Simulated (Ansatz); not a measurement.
`[AlH2][CH2][GeH3]` + `CO[SiH2]C` → `C[O][AlH2]` + `C[SiH2][CH2][GeH3]`  (redistribution)

Gas-phase electronic energies from Ansatz, PBE0-D4/def2-TZVP geometries. CCSD(T)/CBS is the MP2 limit (def2-TZVPP, def2-QZVPP) plus CCSD(T) − MP2 in def2-TZVPP, frozen cores. DFT in def2-TZVPP. B3LYP here is the variant with VWN-RPA as its local correlation; programs differ in this. For Ge outer-core shells are correlated without core-valence functions, which leaves a few kJ/mol of doubt a bond. Scalar relativity is left out up to krypton. One conformer a species, not always the lowest.

`[AlH2][CH2][GeH3]`:

Z-matrix (Å, degrees):
```
C
Ge 1 1.959
Al 1 1.944 2 113.5
H 1 1.094 2 106.5 3 -122.3
H 1 1.094 2 106.5 3 122.4
H 2 1.540 1 111.3 3 179.7
H 2 1.541 1 110.3 3 59.2
H 2 1.541 1 110.2 3 -59.9
H 3 1.588 1 120.0 2 89.1
H 3 1.588 1 120.0 2 -89.5
```

`CO[SiH2]C`:

```xyz
12

C    -0.092   -0.163    1.890
O    -0.835    0.486    0.888
Si   -0.209    0.863   -0.587
C     0.196   -0.649   -1.599
H    -0.672   -0.145    2.815
H     0.866    0.339    2.074
H     0.109   -1.209    1.630
H     1.035    1.670   -0.404
H    -1.247    1.685   -1.256
H     0.964   -1.260   -1.119
H     0.576   -0.350   -2.581
H    -0.690   -1.269   -1.753
```

`C[O][AlH2]`:

```xyz
8

C     0.771    0.192    0.980
O     0.335   -0.530   -0.134
Al   -0.912   -0.326   -1.250
H     0.738   -0.440    1.874
H     0.159    1.083    1.171
H     1.807    0.516    0.837
H    -1.868    0.930   -1.103
H    -1.029   -1.425   -2.375
```

`C[SiH2][CH2][GeH3]`:

```xyz
14

C    -0.671    1.281    1.368
Si    0.331   -0.292    1.228
C     1.036   -0.513   -0.491
Ge   -0.302   -0.596   -1.917
H    -1.529    1.267    0.691
H    -1.047    1.410    2.386
H    -0.062    2.155    1.121
H    -0.529   -1.466    1.550
H     1.441   -0.262    2.225
H     1.619   -1.438   -0.526
H     1.723    0.308   -0.719
H    -1.352   -1.675   -1.596
H     0.362   -0.936   -3.264
H    -1.020    0.758   -2.056
```

**Question.** Is it downhill or uphill in electronic energy at CCSD(T)/CBS, and by how much? (An estimate is asked.)

**Answer.** The calculation gave: Downhill: ΔE = -10.0 kcal/mol.

**Question.** What do these levels give: B3LYP-D4, PBE, r2SCAN, HF/def2-TZVPP, SCS-MP2/def2-QZVPP, CCSD/CBS(def2)? (Best estimate.)

**Answer.** Computed: B3LYP-D4 -10.4, PBE -10.1, r2SCAN -10.0, HF/def2-TZVPP -8.2, SCS-MP2/def2-QZVPP -10.1, CCSD/CBS(def2) -9.8 kcal/mol.

Largest T1 diagnostic among the species: 0.012.

In def2-TZVPP, CCSD(T) changes the Hartree–Fock value by −2.0 kcal/mol (the triples alone add −0.2 kcal/mol) and MP2 by −2.3 kcal/mol.
